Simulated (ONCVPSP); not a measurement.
## Pseudopotential generation for Ge: ONCV, LDA (Perdew-Wang 92), scalar-relativistic.

germanium, optimised norm-conserving Vanderbilt (ONCV), made with ONCVPSP 4.0.1 (LDA (Perdew-Wang 92), scalar-relativistic). Core [Ar] 3d10, reference 4s2 4p1 (charge +1). Waves: 4s: rc 1.40 bohr, ncon 4, nbas 8, qcut 4.2 1/bohr, 2 projectors, debl 0.4 Ha; 4p: rc 2.15 bohr, ncon 3, nbas 6, qcut 3.8 1/bohr, 2 projectors, debl 3.1 Ha. Local part: polynomial inside 1.35 bohr (lpopt 2, dvloc0 0 Ha). Core correction: none.

In the s channel the program set the typed energies aside and used -0.740, 0.250 Ha.

Poles of the logarithmic derivatives, all-electron (AE) and pseudo (PS). s: poles at 4.7 (AE) and 4.7 (PS) Ha. p: poles at 0.9 (AE) and 0.9 (PS) Ha. Test radii: s 1.42, p 2.18 bohr.

- Cutoffs needed: 10 Ha and 81 Ha (the cutoffs (Ha) at which the residual kinetic energy of the hardest occupied pseudo-wave falls to 1 and 0.1 mHa per electron)
- Ghost test: ghosts flagged at negative energy: s at -168.9 eV; no localised positive-energy state flagged; a true bound ghost makes a file unfit for plane-wave use
- Largest excitation error: +209 meV (all-electron minus pseudo) for 4s1 4p0, out of 4 test configurations
